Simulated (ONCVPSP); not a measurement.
## Varying the ONCV potential for indium

Base potential:

| Item | Value |
| --- | --- |
| Element | In |
| Generator | ONCVPSP 4.0.1 |
| Type | optimised norm-conserving Vanderbilt (ONCV) |
| Functional | PBEsol |
| Relativity | scalar-relativistic |
| Frozen core | [Ar] 3d10 4s2 |
| Valence charge | 19 |
| Reference configuration | 4p6 4d10 5s2 5p1 |
| Partial waves | 5s: rc 2.05 bohr, ncon 5, nbas 8, qcut 3.1 1/bohr, 2 projectors, debl 0.8 Ha; 4p+5p: rc 1.85 bohr, ncon 4, nbas 7, qcut 6.6 1/bohr, 3 projectors, debl 0.5 Ha; 4d: rc 1.20 bohr, ncon 3, nbas 6, qcut 8.8 1/bohr, 2 projectors, debl 3.7 Ha; f scattering state at 0.09 Ha: rc 1.95 bohr, ncon 4, nbas 7, qcut 6.3 1/bohr, 3 projectors, debl 0.5 Ha |
| Local potential | polynomial inside 1.20 bohr (lpopt 5, dvloc0 2 Ha) |
| Core correction | Teter function fitted to the true core (icmod 2), fcfact 0.15 |

All-electron outer shells of the reference configuration (PBEsol, scalar-relativistic, ld1.x):

```
shell  level (eV)  outermost node (bohr)  outermost maximum (bohr)
   3d     -432.69                      –                      0.26
   4s     -119.51                   0.41                      0.77
   4p      -78.02                   0.42                      0.82
   4d      -18.59                   0.40                      0.94
   5s       -8.25                   1.02                      2.16
   5p       -2.52                   1.14                      2.85
```

Cutoffs, loose and tight: the cutoffs (Ha) at which the residual kinetic energy of the hardest occupied pseudo-wave falls to 1 and 0.1 mHa per electron. They do not see the model core or the augmentation charge, which bear on the density cutoff. Test errors are all-electron minus pseudo excitation energies from the reference, over the configurations 4p6 4d10 5s2 5p0; 4p6 4d10 5s1 5p0; 4p6 4d10 5s0 5p0; 4p6 4d10 5s1 5p2. A dash means not determined; rows that change the core or the reference have their own tests. The largest error is taken over the tests solved by every variant that gives reliable tests at all: 4p6 4d10 5s1 5p0; 4p6 4d10 5s1 5p2; 4p6 4d10 5s2 5p0.

2 further variants are left out, since the program set their typed debl aside.

A true bound ghost makes a file unfit for plane-wave use even where its test errors are small: the radial tests pick states by their node count and pass the ghost by.

| change | outcome | cutoff, loose | cutoff, tight | bound ghosts | GHOST(+) flags above zero | largest test error (meV) |
| --- | --- | --- | --- | --- | --- | --- |
| base | generated | 36 Ha | 73 Ha | s | f | -10.0 |
| s: debl 0.35 | generated | 36 Ha | 73 Ha | s | s, f | -9.4 |
| s: debl 0.6 | generated | 36 Ha | 73 Ha | s | f | -10.0 |
| s: debl 0.85 | generated | 36 Ha | 73 Ha | s | f | -10.0 |
| s: debl 1.15 | generated | 36 Ha | 73 Ha | s | f | -10 |
| s: debl 1.6 | generated | 36 Ha | 73 Ha | s | f | -10 |
| s: debl 2.35 | generated | 36 Ha | 73 Ha | s | f | -10 |
| s: debl 3.2 | generated | 36 Ha | 73 Ha | s | f | -10 |

(1) What comes out with this change to the base: s: debl 4.6?

Answers

(1) outcome: generated; cutoff, loose: 36 Ha; cutoff, tight: 73 Ha; bound ghosts: s; GHOST(+) flags above zero: f; largest test error (meV): -13.

Reading the sweep of the debl of the s channel (base included, trends over the rows without a ghost): Bound ghosts are found at 0.35, 0.6, 0.8, 0.85, 1.15, 1.6, 2.35, 3.2, 4.6 Ha. Every judged row has one, so this setting neither creates nor removes them.
